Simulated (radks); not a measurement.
Task: Tm12+, 57 electrons, occupied as [Kr] 4d10 4f9 5s2. Calculated with a radial shooting solver on a logarithmic mesh with Libxc functionals: scalar-relativistic Kohn-Sham, PBE, spin-unpolarised, spherical densities, point nucleus. Some entries of the table are withheld. Estimate them.

orbital,occ.,eigenvalue (hartree),<r^2> (bohr^2)
1s,2,-2187.897,0.0005483
2s,2,-376.5323,0.008513
2p,6,-333.4687,(1)
3s,2,-91.53501,0.05577
3p,6,(2),0.05622
3d,10,-62.40992,0.04683
4s,2,-24.99602,0.2754
4p,6,-20.67185,0.3098
4d,10,(3),0.3577
5s,2,-9.33095,1.243
4f,9,-8.49931,0.4622

Result: 
(1) 2p <r^2> (bohr^2): 0.006945
(2) 3p eigenvalue (hartree): -78.49586
(3) 4d eigenvalue (hartree): -14.92067
